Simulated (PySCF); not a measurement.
## Ionisation energy of Al²⁺ by level of theory

Al²⁺ [Ne] 3s1 (2S) → Al³⁺ [Ne] (1S), as a difference of total energies. All numbers are calculated (PySCF 2.14, the non-relativistic Hamiltonian (point nucleus), in def2-TZVPPD). Correlated levels: valence and next inner shell: 1s2 frozen. The calculations carry no spin-orbit coupling.

```tsv
method	ionisation energy (eV)
UHF	28.021
MP2 (valence and next inner shell)	28.263
SCS-MP2 (valence and next inner shell)	28.213
CCSD (valence and next inner shell)	28.279
CCSD(T) (valence and next inner shell)	28.284
```

Task: How much does correlation contribute at CCSD(T) (valence and next inner shell)?

Result: 28.284 − (28.021) = 0.263 eV, measured against UHF.

Errors of the correlated levels include the incompleteness of this basis and the frozen core.

For comparison: 28.448 eV (measured; NIST Atomic Spectra Database, ionization energies).
